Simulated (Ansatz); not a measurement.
Input for Ansatz (a program for electronic structure): R-B3LYP/def2-TZVPPD on GeH4 (SMILES [GeH4]). Files ending in .json are basis or fitting sets from the Basis Set Exchange.

Ansatz 0.2 input:
```yaml
crystal:
  periodic: [false, false, false]
  atoms:
    - {symbol: Ge, position_ang: [-0.26466513, 0.02817324, 4.11481828]}
    - {symbol: H, position_ang: [-0.59783964, -0.29898185, 5.58303959]}
    - {symbol: H, position_ang: [-0.24662593, -1.29246968, 3.32676341]}
    - {symbol: H, position_ang: [1.11450060, 0.69451575, 4.05089943]}
    - {symbol: H, position_ang: [-1.34320281, 0.96042205, 3.55155316]}
basis:
  gaussian:
    orbitals: def2-TZVPPD.json
hamiltonian:
  xc: {name: B3LYP}
scf: {lower_state_search: off}
```

Program output:

```
WARN ansatz: RAYON_NUM_THREADS=1 ignored (pool sized by the plan → 1); use --threads N
Functional definition: B3LYP
these checks for a lower state are left out or cut short: stability, starts, cluster_reference, orbital_swaps, neighbouring_geometries, increment
integrals: 0.03 GiB planned
650 factors; their error is unknown
mean field: 0.36 GiB planned
mean field evaluation 1: about -56583.9173 eV, gradient 1.9e1 eV
mean field evaluation 2: about -56584.1543 eV, gradient 1.8e1 eV
mean field evaluation 4: about -56584.3419 eV, gradient 3.8e-1 eV
mean field evaluation 8: about -56584.5240 eV, gradient 1.5e-3 eV
mean field -56584.52400887 eV, -2079.4429029579 hartree, gradient 2.1e-6 eV, S^2 0.000000; 0 other end points of the search recorded, 0 dependent functions left out
reference -56584.52421590 eV, -2079.4429105663 hartree; 18, 18 occupied and 104, 104 virtual orbitals, 650 factors
Total energy: -56584.52421590 eV, -2079.4429105663 hartree
Checks for a lower state left out: stability, starts, cluster_reference, orbital_swaps, neighbouring_geometries, increment
```

The calculation finished and met its thresholds.

Cost: very roughly 1.0 core-seconds.
